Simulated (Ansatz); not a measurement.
**Question.** Predict a relaxed structure of the cluster Os₄⁻ (the lowest doublet isomer of a short search), charge -1, doublet, at PBE0-D4/def2-SVPD (Ansatz).

**Answer.** 
```xyz
4

Os   -1.375   -0.457    0.511
Os    0.779   -1.238    0.435
Os    1.069    1.040    0.372
Os   -0.474    0.655   -1.318
```
 This is one stationary point.

In the def2 sets Os takes a core potential; there is no spin–orbit coupling. The charge -1 doublet is spin-contaminated (final ⟨S²⟩ up to 3.62, 0.75 for a pure state). The relaxation made no stability test and no search for a lower SCF solution. At PBE0-D4/def2-SVPD a sextet of charge -1 lies 0.29 eV below the doublet, each at its own geometry. The structure comes from a short search, and lower isomers may exist.
